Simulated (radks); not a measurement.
Question: These are the eigenvalues of the occupied orbitals of an atom or ion with whole-number occupations (hartree). Calculated with a radial shooting solver on a logarithmic mesh with Libxc functionals: Dirac Kohn-Sham, LB94 model potential, spin-unpolarised, spherical densities, finite nucleus; Fermi nuclear charge, rms radius of each element as measured or else 0.836 A^(1/3) + 0.57 fm.

| orbital | eigenvalue |
|---|---|
| 1s1/2 | -2677.828 |
| 2s1/2 | -613.2656 |
| 2p1/2 | -597.4460 |
| 2p3/2 | -548.8693 |
| 3s1/2 | -254.4574 |

Which element is it, and in what charge state? The configuration may be excited. Open shells, if any, fill j = l - 1/2 first.

Answer: Z = 73, tantalum, charge +62: Ta62+ in [Ne] 3s1. The list shows which subshells hold electrons but not how many an open one holds; the 1s level, -2677.8 hartree, gives Z - s = 73.2 by -(Z - s)^2/2, which with screening and relativity narrows Z to a few neighbours, and the depths of the outer levels then fix element, charge and occupations together.
